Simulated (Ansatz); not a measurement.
Compare A (`[SiH3]S[SiH]1CO1`) with its isomer B (`OC1([SiH3])[SiH2]S1`).

Calculated with Ansatz (gas phase, PBE0-D4/def2-TZVP geometries, no zero-point term in ΔE). CCSD(T)/CBS adds triple-zeta CCSD(T) − MP2 to the extrapolated MP2 energy (def2 sets, frozen cores). DFT in def2-TZVPP. B3LYP here is the variant with VWN-RPA as its local correlation; programs differ in this. One conformer a species, not always the lowest.

Q: Which is lower in electronic energy at CCSD(T)/CBS, and by how much? (An estimate is asked.)

A: The calculation gave: A, by 135.1 kJ/mol.

Q: Give E(B) − E(A) in kJ/mol with B3LYP-D4, CCSD/def2-TZVPP, r2SCAN-D4, PBE-D4, ωB97M-V, HF/def2-TZVPP, B3LYP. (An estimate is asked.)

A: Computed: B3LYP-D4 134.3, CCSD/def2-TZVPP 140.7, r2SCAN-D4 136.6, PBE-D4 124.8, ωB97M-V 137.1, HF/def2-TZVPP 153.9, B3LYP 139.8. None reverses the order clearly.

Largest T1 diagnostic: 0.014.

The D4 term adds −5.5 kJ/mol with B3LYP and −2.7 kJ/mol with PBE0; it sums over pairs of atoms, weighted by their polarisabilities, and B3LYP, whose exchange is more repulsive, gets the larger term. From PBE to PBE0 (25 % exact exchange), in def2-TZVPP and without D4, E(B) − E(A) moves by +4.9 kJ/mol.
